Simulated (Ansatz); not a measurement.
Relaxation of BClF₂H (5 atoms, charge 0, multiplicity 2), to a largest force component of 0.03 eV/Å in at most 50 steps.

These are results of UHF/6-31G* in Ansatz 0.2.0, not measurements.

```xyz
5
Properties=species:S:1:pos:R:3
B 0.000 0.000 -0.324
H 0.000 0.000 2.070
F 1.133 0.000 -0.954
F -1.133 0.000 -0.954
Cl 0.000 0.000 3.391
```

Q: Where does it end, and by what steps?

A: The forces met the threshold. After 5 steps the energy has fallen by 0.068 eV; H2 moved furthest, 0.28 Å.

```csv
step,energy less start (eV),largest force component (eV/Å),accepted
0,0.0000,1.556,yes
1,-0.0581,0.726,yes
2,-0.0671,0.196,yes
3,-0.0680,0.098,yes
4,-0.0664,0.106,no
5,-0.0682,0.026,yes
```

```xyz
5
Properties=species:S:1:pos:R:3
B 0.000 0.001 -0.488
H 0.000 0.000 2.350
F 1.131 0.000 -1.125
F -1.131 0.000 -1.125
Cl 0.000 0.000 3.618
```

Whether the end is a true minimum wasn't checked by a vibrational analysis.

Time of the run: 6.2 s on 1 thread of Arm Neoverse V2, with other jobs on the host, peak memory 0.12 GiB.
